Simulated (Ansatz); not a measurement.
CH$_{3}$F$_{2}$SSi, SMILES `C[Si](F)(F)[S]` radical. Charge 0, multiplicity 2. All single points use the PBE0-D4/def2-TZVP geometry.

```xyz
8

C     0.727    0.550    0.436
Si   -0.595   -0.504   -0.293
F    -0.089   -1.998   -0.473
F    -1.834   -0.617    0.693
S    -1.208    0.291   -2.152
H     1.030    0.123    1.396
H     1.601    0.590   -0.216
H     0.368    1.566    0.608
```

(1) What is the dipole moment at PBE/def2-TZVPP? (An estimate is asked.)

(2) And with r2SCAN, B3LYP, ωB97M-V? (Best estimate.)

(3) Give the Mulliken charges with PBE, ωB97M-V, r2SCAN in def2-TZVPP. (Best estimate.)

Results:

(1) The calculation gave: 2.11 D, with components (1.47, 1.41, 0.53) D in this frame, pointing from negative to positive charge.

(2) Ansatz gave: r2SCAN 2.12 D, B3LYP 2.10 D, ωB97M-V 2.05 D.

(3) Computed: 
```json
{"atom": "C1", "PBE": "-0.40", "ωB97M-V": "-0.46", "r2SCAN": "-0.34"}
{"atom": "Si2", "PBE": "0.73", "ωB97M-V": "0.80", "r2SCAN": "0.85"}
{"atom": "F3", "PBE": "-0.26", "ωB97M-V": "-0.30", "r2SCAN": "-0.31"}
{"atom": "F4", "PBE": "-0.26", "ωB97M-V": "-0.30", "r2SCAN": "-0.31"}
{"atom": "S5", "PBE": "-0.17", "ωB97M-V": "-0.14", "r2SCAN": "-0.19"}
{"atom": "H6", "PBE": "0.13", "ωB97M-V": "0.14", "r2SCAN": "0.10"}
{"atom": "H7", "PBE": "0.12", "ωB97M-V": "0.14", "r2SCAN": "0.10"}
{"atom": "H8", "PBE": "0.12", "ωB97M-V": "0.14", "r2SCAN": "0.10"}
```

B3LYP here is the variant with VWN-RPA as its local correlation; programs differ in this.
